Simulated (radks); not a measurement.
The gallium ion Ga3+, 28 electrons, occupied as [Ne] 3s2 3p5 3d10 4d1 (not the ground configuration). All-electron calculation, Dirac Kohn-Sham, BLYP, spin-unpolarised, spherical densities, point nucleus; open shells fill j = l - 1/2 first. Program: a radial shooting solver on a logarithmic mesh with Libxc functionals. Some entries of the table are withheld. Estimate them.

| orbital | occ. | eigenvalue (eV) | <1/r> (bohr^-1) | <r> (bohr) |
|---|---|---|---|---|
| 1s1/2 | 2 | -10284.80 | 31.31 | 0.04859 |
| 2s1/2 | 2 | -1312.676 | 6.887 | 0.2175 |
| 2p1/2 | 2 | (1) | 6.850 | 0.1881 |
| 2p3/2 | 4 | (2) | 6.674 | 0.1917 |
| 3s1/2 | 2 | -196.3846 | 2.209 | (3) |
| 3p1/2 | 2 | -149.5003 | 2.085 | 0.6632 |
| 3p3/2 | 3 | -145.7806 | 2.044 | 0.6734 |
| 3d3/2 | 4 | (4) | (5) | 0.7440 |
| 3d5/2 | 6 | (6) | (7) | 0.7483 |
| 4d3/2 | 1 | -18.7703 | (8) | 2.982 |
| 4d5/2 | 0 | -18.7308 | (9) | 2.989 |

Answer. 
(1) 2p1/2 eigenvalue (eV): -1168.597
(2) 2p3/2 eigenvalue (eV): -1140.859
(3) 3s1/2 <r> (bohr): 0.6468
(4) 3d3/2 eigenvalue (eV): -66.4711
(5) 3d3/2 <1/r> (bohr^-1): 1.739
(6) 3d5/2 eigenvalue (eV): -65.9626
(7) 3d5/2 <1/r> (bohr^-1): 1.728
(8) 4d3/2 <1/r> (bohr^-1): 0.4382
(9) 4d5/2 <1/r> (bohr^-1): 0.4373
